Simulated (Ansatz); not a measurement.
Relaxation of AlFH6OSi (10 atoms, charge 0, multiplicity 1), to a largest force component of 0.03 eV/Å in at most 50 steps.

Method: RKS B3LYP-D4/6-31G* (Ansatz).

```xyz
10
Properties=species:S:1:pos:R:3:forces:R:3
Al 0.036 0.483 -0.436 0.05 -1.01 0.17
O -0.074 -0.177 2.448 0.12 0.84 -0.53
H -1.015 -0.235 2.678 -0.05 -0.03 0.05
F 1.450 -0.272 -0.874 0.07 -0.01 -0.04
H -1.297 -0.201 -0.932 -0.12 -0.04 -0.02
Si 0.138 2.590 0.611 0.02 1.06 0.25
H 0.745 2.576 1.985 0.00 -0.06 -0.04
H 0.907 3.616 -0.149 0.01 0.05 0.00
H -1.239 3.138 0.810 -0.01 0.00 0.02
H 0.147 0.778 2.573 -0.09 -0.81 0.14
```

Question: Where does it end, and by what steps?

Answer: The run converged. After 8 steps the energy has fallen by 0.700 eV; H3 moved furthest, 0.62 Å. Joined: Al1–O2 (2.96 → 2.03 Å).

```
step  energy less start (eV)  largest force component (eV/Å)  accepted
   0                  0.0000                           1.064       yes
   1                 -0.1634                           1.737       yes
   2                 -0.3412                           1.544       yes
   3                 -0.5884                           1.348       yes
   4                 -0.6631                           0.253       yes
   5                 -0.6670                           0.303       yes
   6                 -0.6918                           0.133       yes
   7                 -0.6987                           0.067       yes
   8                 -0.7002                           0.014       yes
```

```xyz
10
Properties=species:S:1:pos:R:3
Al 0.009 0.430 0.021
O -0.119 -0.280 1.920
H -1.012 -0.578 2.158
F 1.426 -0.295 -0.494
H -1.354 -0.238 -0.473
Si 0.144 2.822 0.593
H 0.825 2.997 1.924
H 0.877 3.711 -0.354
H -1.210 3.429 0.788
H 0.210 0.297 2.631
```

Whether the end is a true minimum wasn't checked by a vibrational analysis.

The run took 40 s on 1 thread of Arm Neoverse V1 (shared host), peak memory 0.16 GiB.
